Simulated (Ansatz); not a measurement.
`C[N]([SiH3])[GeH3]` and `CN([SiH3])B[SiH3]` differ in one atom or group.

Ansatz, PBE0-D4/def2-TZVP geometries, multiplicity 1. Each molecule was computed in one conformer, which needn't be the lowest.

Scalar relativity is left out up to krypton.

| property | `C[N]([SiH3])[GeH3]` |
| --- | --- |
| HOMO–LUMO gap (PBE0/def2-TZVPP) / eV | 6.97 |
| LUMO energy (ωB97M-V/def2-TZVPP) / eV | 1.83 |
| LUMO energy (B3LYP/def2-TZVPP) / eV | -0.06 |
| HOMO energy (ωB97M-V/def2-TZVPP) / eV | -9.10 |
| HOMO–LUMO gap (B3LYP/def2-TZVPP) / eV | 6.55 |
| size of the dipole moment (B3LYP/def2-TZVPP) / D | 0.88 |

(1) What does the change do to each property? (Estimate.)

Results:

(1) The calculation gave: 
```json
{"property": "HOMO–LUMO gap (PBE0/def2-TZVPP) / eV", "`CN([SiH3])B[SiH3]`": "6.87", "shift": "-0.10"}
{"property": "LUMO energy (ωB97M-V/def2-TZVPP) / eV", "`CN([SiH3])B[SiH3]`": "0.95", "shift": "-0.88"}
{"property": "LUMO energy (B3LYP/def2-TZVPP) / eV", "`CN([SiH3])B[SiH3]`": "-1.09", "shift": "-1.03"}
{"property": "HOMO energy (ωB97M-V/def2-TZVPP) / eV", "`CN([SiH3])B[SiH3]`": "-9.94", "shift": "-0.84"}
{"property": "HOMO–LUMO gap (B3LYP/def2-TZVPP) / eV", "`CN([SiH3])B[SiH3]`": "6.50", "shift": "-0.05"}
{"property": "size of the dipole moment (B3LYP/def2-TZVPP) / D", "`CN([SiH3])B[SiH3]`": "2.40", "shift": "1.52"}
```

With PBE0 the HOMO falls by 0.96 eV and the LUMO falls by 1.05 eV, so the gap narrows by about 0.09 eV. PBE moves the HOMO by -1.03 eV and ωB97M-V by -0.84 eV. Dipoles are sizes alone; their direction can turn.

B3LYP here is the variant with VWN-RPA as its local correlation; programs differ in this.
